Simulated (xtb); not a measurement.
Input for xtb: GFN1-xTB on GaP+, 2S+1 = 4, a spin state set in the input, which need not be the lowest, a point of a bond scan (R = 2.489 Å). Charge +1.

```
$ xtb mol.xyz --gfn 1 --sp --chrg 1 --uhf 3
2

P      0.00000000     0.00000000     0.00000000
Ga     0.00000000     0.00000000     2.48889700
```

Give the final energy of this run.

-3.3486 hartree.
